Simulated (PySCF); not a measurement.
CH3Li, SMILES [Li][CH3]. Heavy atoms are numbered as in [Li:1][CH3:2]. Hydrogens are named by the atom that carries them.

Geometry: B3LYP-D3(BJ)/def2-TZVPD. The isomer is the one that the SMILES or the coordinates give; other isomers of the formula were not compared.

Level of theory: HF/def2-TZVPD (PySCF).

ESP charges are fitted to the potential on shells at 1.4 to 2.0 van der Waals radii. Atomic charges (e), one atom of each kind:

| atom | IAO | ESP fit |
|---|---|---|
| Li1 | 0.76 | 0.80 |
| C2 (CH3) | -1.03 | -1.69 |
| H on C2 | 0.09 | 0.30 |
